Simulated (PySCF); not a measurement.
C5H5F, SMILES C#CCC(F)=C.

Coordinates come from a PBE0-D3(BJ)/def2-SVP optimisation. This is a generated structure with no PubChem entry under its InChIKey; it may be hypothetical. One conformer was computed; it need not be the lowest.

Level of theory: TDDFT-PBE/def2-SVPD (PySCF).

Vertical excitations. Gas-phase values at a fixed geometry.

Computed UV-visible absorptions:
```csv
state,energy (eV),λ (nm),f,main pairs
S1,5.75,216,0.002,HOMO−1→LUMO 93 %
S2,5.90,210,0.026,HOMO−2→LUMO 84 %
S3,6.10,203,0.029,"HOMO→LUMO+1 64 %, HOMO→LUMO 26 %"
S4,6.37,195,0.003,HOMO→LUMO+2 91 %
S5,6.57,189,0.008,HOMO−1→LUMO+1 91 %
S6,6.64,187,0.009,"HOMO→LUMO+3 63 %, HOMO−2→LUMO+1 18 %"
S7,6.74,184,0.006,"HOMO−2→LUMO+1 55 %, HOMO→LUMO+3 24 %, HOMO−1→LUMO+2 14 %"
S8,6.81,182,0.002,"HOMO−2→LUMO+2 75 %, HOMO−1→LUMO+2 12 %"
S9,7.02,177,0.003,"HOMO−1→LUMO+3 56 %, HOMO−2→LUMO+2 15 %, HOMO−1→LUMO+2 12 %, HOMO−2→LUMO+3 12 %"
S10,7.08,175,0.012,"HOMO−2→LUMO+3 58 %, HOMO−1→LUMO+3 26 %, HOMO−1→LUMO+2 14 %"
T1,4.48,277,0,HOMO→LUMO 92 %
T2,5.26,236,0,"HOMO−2→LUMO 40 %, HOMO−1→LUMO+2 21 %, HOMO−2→LUMO+1 16 %, HOMO−2→LUMO+3 9 %"
T3,5.54,224,0,HOMO−1→LUMO 76 %
T4,5.70,218,0,"HOMO−1→LUMO+2 52 %, HOMO−2→LUMO 32 %"
```
Triplets are in the Tamm–Dancoff approximation, which puts them higher than full response would, so one can lie above its singlet here.
